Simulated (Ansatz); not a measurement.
Basis sets compared for Ga₃H₂. Total charge 0; doublet. Geometry r2SCAN-D4/def2-SVP. Ansatz on 4 threads of Arm Neoverse V2 on a shared host; times are rough, and most runs start from earlier orbitals.

```xyz
5

Ga   -0.084   -0.717    1.155
Ga    0.390   -1.751   -0.990
Ga    0.099    0.651   -1.194
H    -0.035    2.168   -1.647
H    -0.370   -0.351    2.675
```

The 6-31G sets use Cartesian d functions. B3LYP takes the VWN-RPA correlation. At HF/def2-TZVP the charge 0 doublet is spin-contaminated (final ⟨S²⟩ up to 0.90, 0.75 for a pure state). The structure comes from a short search, and lower isomers may exist.

Binding counts from free atoms (Ga doublet, H doublet) in the same basis, without a counterpoise term.

| level | functions | energy (Eh) | HOMO (eV) | LUMO (eV) | binding per atom (eV) | wall time |
| --- | --- | --- | --- | --- | --- | --- |
| HF/6-31G | 91 | -5769.8747 | -6.54 | -0.39 | 1.04 | 1.8 s |
| HF/def2-TZVP | 156 | -5770.8732 | -6.85 | -0.14 | 1.11 | 3.6 s |
| PBE-D4/def2-SVP | 106 | -5774.1317 | -4.65 | -3.96 | 1.80 | 1.4 s |
| PBE-D4/def2-TZVP | 156 | -5774.8757 | -4.66 | -3.95 | 1.80 | 2.5 s |
| r2SCAN-D4/def2-TZVP (with forces) | 156 | -5775.7092 | -5.02 | -3.75 | 1.85 | 7.5 s |
| B3LYP-D4/6-31G | 91 | -5774.8511 | -5.04 | -3.47 | 1.73 | 1.9 s |
| B3LYP-D4/def2-TZVP | 156 | -5775.9026 | -5.11 | -3.44 | 1.71 | 4.2 s |
| PBE0-D4/def2-SVP | 106 | -5774.2428 | -5.36 | -3.20 | 1.77 | 2.4 s |
| PBE0-D4/def2-TZVP | 156 | -5774.9840 | -5.37 | -3.18 | 1.77 | 4.6 s |

Q: Estimate the rows for PBE-D4/def2-TZVPD, r2SCAN-D4/def2-TZVPD, PBE0-D4/def2-TZVPD.

A: 
```csv
level,functions,energy (Eh),HOMO (eV),LUMO (eV),binding per atom (eV),wall time
PBE-D4/def2-TZVPD,180,-5774.8767,-4.66,-3.95,1.80,3.7 s
r2SCAN-D4/def2-TZVPD,180,-5775.7102,-5.01,-3.74,1.86,9 s
PBE0-D4/def2-TZVPD,180,-5774.9850,-5.36,-3.17,1.77,6 s
```
